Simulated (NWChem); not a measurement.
System: CH$_{6}$OSi; SMILES C[SiH2]O

The following NWChem deck was run.

```
start job
memory heap 200 mb stack 900 mb global 1100 mb
geometry units angstroms noautosym nocenter noautoz
  Si     0.454513     0.117796    -0.015507
  C     -0.428052    -1.534413    -0.035444
  O     -0.600271     1.411166    -0.086929
  H      1.321332     0.253785    -1.219278
  H      1.305509     0.196685     1.217545
  H     -1.075346    -1.661045     0.846907
  H      0.304702    -2.357724    -0.032342
  H     -1.052947    -1.636757    -0.936122
  H     -1.157582     1.557909     0.681955
end
basis spherical
  * library def2-svpd
end
dft
  xc xcamb88 1.00 lyp 0.81 vwn_5 0.19 hfexch 1.00
  cam 0.33 cam_alpha 0.19 cam_beta 0.46
  iterations 150
end
property
  response 1 0.0
end
task dft property
```

All runs use the structure optimised with PBE0/def2-SVP.

Static field.

Question: What results follow from this input? (CAM-B3LYP/def2-SVPD.) Quantities: isotropic polarisability (bohr³); anisotropy (bohr³).

Answer: 
* **isotropic polarisability (bohr³)**: 44.8
* **anisotropy (bohr³)**: 5.3
